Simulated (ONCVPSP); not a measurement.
## Before and after: ONCV potential for Ti

```json
{
  "Element": "Ti (Z = 22)",
  "Generator": "ONCVPSP 4.0.1",
  "Type": "optimised norm-conserving Vanderbilt (ONCV)",
  "Functional": "PBE",
  "Relativity": "fully relativistic",
  "Frozen core": "[Ar]",
  "Valence charge": "4",
  "Reference configuration": "3d2 4s2",
  "Partial waves": "4s: rc 2.75 bohr, ncon 5, nbas 8, qcut 2.8 1/bohr, 2 projectors, debl 3.4 Ha; p scattering state at 0.26 Ha: rc 2.60 bohr, ncon 3, nbas 7, qcut 2.6 1/bohr, 2 projectors, debl 2.8 Ha; 3d: rc 2.40 bohr, ncon 3, nbas 8, qcut 5.9 1/bohr, 1 projector",
  "Local potential": "polynomial inside 2.00 bohr (lpopt 5, dvloc0 -1 Ha)",
  "Core correction": "polynomial model core, fcfact 0.7"
}
```

Open shells are filled in proportion to 2j + 1.

In the p channel the program set the typed energies aside and used 0.050, 2.850 Ha (j = l + 1/2; the other j can differ).

All-electron outer shells of the reference configuration (PBE, scalar-relativistic, ld1.x):

```tsv
shell	level (eV)	outermost node (bohr)	outermost maximum (bohr)
3p	-38.86	0.37	0.90
4s	-4.47	1.24	2.92
3d	-4.26	–	0.98
```

Change: s: qcut 4.3.

Cutoffs: the cutoffs (Ha) at which the residual kinetic energy of the hardest occupied pseudo-wave falls to 1 and 0.1 mHa per electron; they do not see the model core or the augmentation charge, which bear on the density cutoff. Errors are all-electron minus pseudo energies relative to the spin-unpolarised reference configuration.

Question: What does the change do?

Answer: The potential gets neither clearly harder nor softer (14 Ha and 16 Ha → 14 Ha and 16 Ha); a bound ghost appears in s, which as a rule spoils a file; the number of tests with a reliable result goes from 4 to 2; the range in which the s phases agree widens (upper end 1.4 → at the end of the scan).

```csv
quantity,base,changed
"cutoff, loose",14 Ha,14 Ha
"cutoff, tight",16 Ha,16 Ha
loose cutoff by channel,"s 2.7 Ha, d 14 Ha","s 2.7 Ha, d 14 Ha"
bound ghosts,none,s
GHOST(+) flags under 300 eV,"s at 60.4 eV, p3/2 at 92.4 eV, p1/2 at 92.7 eV","p3/2 at 92.4 eV, p1/2 at 92.7 eV"
tests with a reliable result,4 of 4,2 of 4
"error for 3d2 4s1, meV [ΔE 7.35 eV]",-3.1,-5.5
"error for 3d2 4s1 4p1, meV [ΔE 3.08 eV]",-0.4,-0.8
s: phases at 2.79 bohr within 0.05 rad from the reference energy up to (Ha; the scan ends near 5),1.4,to the end of the scan
p3/2: phases at 2.65 bohr within 0.05 rad from the reference energy up to (Ha; the scan ends near 5),3.0,3.0
p1/2: phases at 2.65 bohr within 0.05 rad from the reference energy up to (Ha; the scan ends near 5),3.0,3.0
d5/2: phases at 2.43 bohr within 0.05 rad from the reference energy up to (Ha; the scan ends near 5),0.3,0.3
d3/2: phases at 2.43 bohr within 0.05 rad from the reference energy up to (Ha; the scan ends near 5),0.3,0.3
"rms error of d²Exc/dni dnj with the model core, mHa",5.01,5.01
```

 A true bound ghost makes a file unfit for plane-wave use even where its test errors are small: the radial tests pick states by their node count and pass the ghost by.
